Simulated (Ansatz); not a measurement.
CH$_{6}$BBrSi$_{2}$, SMILES `[SiH3][C@H]1B[Si@@H]1Br`, relaxed with RKS PBE0-D4/def2-TZVP in Ansatz from a PBE-D4/def2-SVP geometry. The force threshold is 0.005 eV/Å; the program also tests the step.

The species carries charge 0 and has multiplicity 1.

Start:

```xyz
11

Si   -0.008   -0.450    1.536
C    -0.728    0.167   -0.105
B    -0.363    1.455   -0.812
Si    0.826    0.017   -1.324
Br    0.585   -0.963   -3.327
H    -0.895    0.058    2.642
H     1.378    0.087    1.761
H     0.013   -1.953    1.583
H    -1.790   -0.166   -0.113
H    -0.960    2.413   -1.242
H     1.943   -0.665   -0.598
```

| step | energy (eV) | largest force (eV/Å) | largest move (Å) |
| --- | --- | --- | --- |
| 1 | -87596.4502 | 0.556 | 0.000 |
| 2 | -87596.4951 | 0.235 | 0.041 |
| 3 | -87596.5039 | 0.090 | 0.026 |
| 4 | -87596.5053 | 0.135 | 0.101 |
| 5 | -87596.5077 | 0.054 | 0.030 |
| 6 | -87596.5082 | 0.020 | 0.010 |
| 7 | -87596.5088 | 0.050 | 0.021 |
| 8 | -87596.5093 | 0.053 | 0.036 |
| 9 (rejected) | -87596.5091 | 0.044 | 0.009 |
| 10 | -87596.5094 | 0.009 | 0.004 |
| 11 | -87596.5095 | 0.006 | 0.010 |
| 12 | -87596.5095 | 0.006 | 0.004 |
| 13 (rejected) | -87596.5095 | 0.003 | 0.003 |
| 14 | -87596.5095 | 0.001 | 0.001 |

End:

```xyz
11

Si   -0.026   -0.411    1.508
C    -0.738    0.086   -0.157
B    -0.351    1.413   -0.766
Si    0.795   -0.040   -1.290
Br    0.578   -0.900   -3.323
H    -0.891    0.153    2.578
H     1.345    0.133    1.681
H     0.002   -1.890    1.635
H    -1.767   -0.282   -0.172
H    -0.895    2.423   -1.066
H     1.947   -0.685   -0.628
```

Hardware: 4 threads of a server CPU on a shared host. Wall time 40 s, peak host memory 0.76 GiB.
